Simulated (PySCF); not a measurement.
Calculation: PySCF with PBE0-D3(BJ)/def2-TZVP // PBE0-D3(BJ)/def2-SVP. Isolated molecules, 0 K electronic values unless said otherwise. 

Reference species (SMILES): `[SiH3]c1c(Cl)ccc2ccsc12` (neutral, multiplicity 1).

* **HOMO–LUMO gap**: 5.22 eV
* **S1 oscillator strength**: 0.030
* **dipole moment**: 2.34 D

Changed species: `s1c2c(cc1)c(Cl)ccc2[SiH3]`.

Task: Predict the effect on the HOMO–LUMO gap, S1 oscillator strength and dipole moment.

Result: the HOMO–LUMO gap hardly moves; the S1 oscillator strength increases by 0.046, to 0.076; the dipole moment drops by 1.95 D, to 0.39 D.
